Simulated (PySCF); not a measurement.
UHF on Cl³⁺ (chlorine, charge +3)

Configuration: [Ne] 3s2 3p2, high-spin 3P determinant. All numbers are calculated (PySCF 2.14, the spin-free X2C one-electron Hamiltonian (Gaussian nucleus), in aug-cc-pCVTZ-DK (8s7p5d3f, 75 functions)).

* Total energy: -458.201964 hartree
* One-electron energy: -610.8348 hartree
* Hartree (Coulomb) energy: 179.2197 hartree
* Exchange energy: -26.5868 hartree
* ⟨S²⟩: 2.0100
* ⟨L²⟩: 2.029
* Sum of ⟨r⟩: 9.339 bohr
* Sum of ⟨r²⟩: 11.55 bohr²
* Traceless quadrupole moment −½Σ⟨3z² − r²⟩ along its main axis: 1.07 e·bohr²
* Langevin diamagnetic susceptibility: -9.15 ×10⁻⁶ cm³/mol

```
shell  electrons  mean orbital energy (hartree)  spread (hartree)  rms radius, mean of both spins (bohr)
 1s α          1                     -106.97607                 0                                  0.105
 1s β          1                     -106.94296                 0                                  0.105
 2s α          1                      -12.33517                 0                                  0.477
 2s β          1                      -12.30477                 0                                  0.477
 2p α          3                       -9.74221           0.02922                                  0.450
 2p β          3                       -9.68530           0.03373                                  0.450
 3s α          1                       -2.55568                 0                                   1.50
 3s β          1                       -2.27519                 0                                   1.50
 3p α          2                       -1.94837                 0                                   1.63
```

Densities and radii are taken from the X2C orbitals without a picture-change correction, which distorts them close to the nucleus.

Spin-orbit constants ζ (cm⁻¹) from the X2C one-electron operator on these orbitals: bare nucleus, nucleus screened by l(l+1)(2l+1)/3 electrons, and screened by the Breit-Pauli mean field of the electrons.

| shell | bare | screened nucleus | mean field |
| --- | --- | --- | --- |
| 2p | 10080 | 8896 | 8359 |
| 3p | 994.8 | 877.7 | 816.7 |

To first order the Landé constant is A = 408.4 cm⁻¹, so the lowest level has J = 0 and lies 0.101 eV below the centre of the term. This holds in LS coupling only.
